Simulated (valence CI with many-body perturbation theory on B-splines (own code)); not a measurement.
## Tb32+ in brief

Calculated by configuration interaction combined with many-body perturbation theory (CI+MBPT): five valence electrons over a frozen Dirac-Fock core [Ar] 3d10, a basis of 9 s, 9 p, 8 d, 6 f, 3 g, 1 h functions for each j, with the one-electron correlation potential Σ1, the two-electron term Σ2, the three-electron term Σ3, Breit, model QED; selected CI, second order for the rest, scaled by the run's own slope (own B-spline code, finite nucleus).

No measured spectrum was set against this ion. As an estimate, large intervals hold to a few tenths of a per cent, small ones and those within an open d or f shell to about a per cent. Among the levels kept, up to 770 cm⁻¹ of a level comes from second order outside the variational space, and about a tenth of that is noise between levels of different J, which matters for small intervals.

Levels are named by their leading jj configuration (3d3/2^4 stands for four electrons in 3d with j = 3/2), which in mixed levels can hold well under half, so a name can repeat and another be missing.

Rates and lifetimes use the calculated energies. Strong lines usually hold to 10 to 20 %, long lifetimes can be off by a factor of two.

Q: What is the ground level?

A: (4s^2 4p1/2^2 4p3/2) J=3/2, composition 44 % 4s2.4p3 2P° + 30 % 4s2.4p3 4S° + 25 % 4s2.4p3 2D°, g = 1.395.

Q: What is the ionisation energy?

A: 1302.8 eV; NIST lists 1301 ± 4 eV (theoretical).

Q: What are the static dipole polarisabilities of the lowest levels?

A: (4s^2 4p1/2^2 4p3/2) J=3/2 0.0728 (tensor 0.0048); (4s^2 4p1/2 4p3/2^2) J=3/2 0.0801 (tensor 0.0010); (4s^2 4p1/2 4p3/2^2) J=5/2 0.0798; (4s^2 4p1/2 4p3/2^2) J=1/2 0.0796 bohr³, of which the core gives 0.00414.

Q: Name the longest-lived excited levels whose lifetime is computed, and their main decay.

A: (4s^2 4p1/2 4p3/2^2) J=5/2 at 375790 cm⁻¹ lives 6.30 μs, mostly by M1 to (4s^2 4p1/2^2 4p3/2) J=3/2; (4s^2 4p1/2 4p3/2^2) J=1/2 at 421120 cm⁻¹ lives 1.63 μs, mostly by M1 to (4s^2 4p1/2^2 4p3/2) J=3/2; (4s^2 4p1/2 4p3/2^2) J=3/2 at 339760 cm⁻¹ lives 1.26 μs, mostly by M1 to (4s^2 4p1/2^2 4p3/2) J=3/2. The lifetime of (4s^2 4p1/2 4p3/2 4d5/2) J=9/2 is too uncertain to give, and may be longer.

Q: Among levels below 1861400 cm⁻¹, which E1 lines absorb most strongly from the ground level?

A: to (4s^2 4p1/2 4p3/2 4d3/2) J=5/2 at 6.910 nm, f = 0.620; to (4s 4p1/2 4p3/2^3) J=3/2 at 6.933 nm, f = 0.311; to (4s^2 4p1/2 4p3/2 4d5/2) J=3/2 at 6.858 nm, f = 0.280.

Q: How well does LS coupling describe the low levels?

A: Among the lowest 20 levels the leading LS term, summed over configurations, holds 53 % on average. For single configurations the figures are 48 % in LS and 82 % in jj coupling. Terms mix most in the J = 5/2 level at 1118000 cm⁻¹, where the leading one holds 25 %.

Q: Where does the other parity begin?

A: At (4s 4p1/2^2 4p3/2^2) J=5/2, 936330 cm⁻¹.
